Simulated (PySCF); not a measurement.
## Static response to an electric field

Species: 4-(methylthio)phenol, C₇H₈OS.
Geometry (PBE0-D3(BJ)/def2-SVP, Å), atoms numbered from 1 in this order:
```xyz
17
C7H8OS angstrom
C      3.2046   -0.2447   -0.1612
S      2.1361   -1.3283    0.7929
C      0.5454   -0.5877    0.5959
C      0.2841    0.5557   -0.1624
C     -1.0119    1.0638   -0.2586
C     -2.0714    0.4394    0.3988
O     -3.3442    0.8887    0.3378
C     -1.8150   -0.7071    1.1603
C     -0.5269   -1.2100    1.2560
H      4.2174   -0.6575   -0.0570
H      3.2020    0.7829    0.2325
H      2.9363   -0.2382   -1.2285
H      1.0856    1.0712   -0.6926
H     -1.1952    1.9615   -0.8578
H     -3.3753    1.6760   -0.2153
H     -2.6467   -1.1927    1.6745
H     -0.3435   -2.1056    1.8556
```

Level: wB97X-D/def2-SVPD (PySCF), static field, nuclei fixed, core orbitals frozen in the response. The polarisability tensor in these axes (au):

```
x   147.32 -14.47  -5.97
y   -14.47  97.92 -19.12
z    -5.97 -19.12  81.44
```

Problem. Diagonalise the tensor; give its mean and Δα, where Δα² is half the sum of the squared differences of the eigenvalues.

Solution. Principal values 66.74, 108.69 and 151.26 au; mean 108.89 au = 16.14 Å³ = 17.95 × 10⁻⁴⁰ C²·m²/J; Δα = 73.20 au (67 % of the mean).

Problem. What is the dipole moment, and where does it point?

Solution. (0.61, 2.07, -1.56) D, 2.66 D in size, pointing from the negative to the positive side. Measured along this direction, the outermost atoms are H17 at the negative end and H14 at the positive end.

Problem. In a dilute gas of rigid molecules at 273 K, how does the orientational term μ²/3kT compare with the electronic polarisability?

Solution. In Gaussian units μ²/3kT = 62.78 Å³ against 16.14 Å³, a ratio of 3.89; the Debye molar polarisation (4π/3)N_A(α + μ²/3kT) is 199.1 cm³/mol, leaving out the vibrational part.

Problem. Form Σ f/ω² (atomic units) for the 6 lowest TDDFT singlets, given as eV and f, and set it beside the mean polarisability, which is this sum over all singlets: 4.59, 0.0328; 5.33, 0.2486; 5.36, 0.0311; 5.87, 0.0038; 6.13, 0.0103; 6.43, 0.0069.

Solution. They add up to 8.84 au, 8.1 % of the 108.89 au; the largest single term is 6.48 au, from the state at 5.33 eV. Terms in order: 1.15, 6.48, 0.80, 0.08, 0.20, 0.12 au. Higher excitations give the rest. The strengths listed sum to 0.333.

Problem. Find the Langevin capture rate constant for NH4+ (18.034 u) meeting this molecule (140.030 u), k = 2.342 × 10⁻⁹ cm³/s × √(α in Å³ / reduced mass in u).

Solution. The reduced mass is 15.98 u, so k = 2.35 × 10⁻⁹ cm³/s. The formula leaves out the permanent dipole, which adds to the capture rate.

Problem. Traceless (Buckingham) quadrupole moment about the centre of nuclear charge: eigenvalues?

Solution. -10.16, 2.36, 7.80 D·Å. The values depend on the origin, since the dipole doesn't vanish. The electronic extent ⟨r²⟩ about the same centre is 1678 bohr², a root-mean-square distance of 2.52 Å for the 74 electrons.

Geometry: PBE0-D3(BJ)/def2-SVP, one conformer, isolated molecule.

These values come from a run that also computed excited states. Hardware: one thread, Intel Xeon at 2.50 GHz (x86_64), no GPU, shared host with 64 logical CPUs at a one-minute load of 59. Cost: 5.5 min wall, 3.3 min CPU (with the writing of density and orbital grids), 1.2 GiB resident at most.
